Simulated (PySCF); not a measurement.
Assigning NMR signals

Mapped SMILES: `[CH3:1][C:2]#[C:3][C@@H:4]1[CH2:5][Si@@H:6]1[N:7]([CH3:8])[CH3:9]`. Hydrogens are named by the atom that carries them. Ha(C5) is cis to C3 on the ring; Hb(C5) is trans to C3 on the ring.

Level of theory: geometry: GFN2-xTB, GIAO PBE0/pcSseg-1 shieldings, in PySCF 2.14.0 with density-fitted response routines (in vacuum, one averaged value for each set of equivalent atoms, one conformer, relativity neglected).

Referencing at the same level of theory: $^{13}$C and $^{1}$H against TMS.

Question: Assign these signals to the numbered atoms. $^{13}$C{$^{1}$H} NMR (computed): δ 89.0 (C), 80.3 (C), 40.5 (CH3), 9.2 (CH2), 5.5 (CH3), -0.2 (CH).

Answer: 
89.0 → C3, alkyne carbon: the triple bond shields along its axis, which puts it between sp3 and sp2 carbons
80.3 → C2, alkyne carbon
40.5 → C8/C9, methyl carbon bonded to N: deshielded by the electronegative neighbour
9.2 → C5, three-membered-ring carbon: carbons of three-membered rings are unusually shielded
5.5 → C1, propargylic methyl carbon: aliphatic region, no heteroatom directly attached
-0.2 → C4, three-membered-ring carbon: carbons of three-membered rings are unusually shielded

Question: Assign these signals to the numbered atoms. $^{1}$H NMR (400 MHz, computed): δ 4.22 (m, 1H), 2.70 (s, 6H), 2.04 (s, 3H), 1.44 (m, 1H), 0.74 (m, 1H), 0.62 (m, 1H).

Answer: 
4.22 → H(Si6), hydrogen on a silicon bonded to 2 C, N, in a 3-membered ring
2.70 → H(C8)/H(C9), hydrogen on a methyl carbon bonded to N: its carbon carries N, which withdraws density
2.04 → H(C1), hydrogen on a propargylic methyl carbon
1.44 → H(C4), hydrogen on a three-membered-ring carbon: cyclopropane-type protons are shielded by the ring
0.74 → Ha(C5), hydrogen on a three-membered-ring carbon
0.62 → Hb(C5), hydrogen on a three-membered-ring carbon

Shifts are as computed. Against solution values, carbons near 30 ppm lie about +3 ppm off and those near 130 ppm about +5 ppm. Of 1309 compounds with measured shifts, 239 miss one by over three times the rms of a fit or turn the order of signals round; such compounds aren't used in these exercises. Multiplicities follow the n + 1 count of equivalent neighbours, as no J values were calculated; m marks all less simple cases, F and P coupling included.
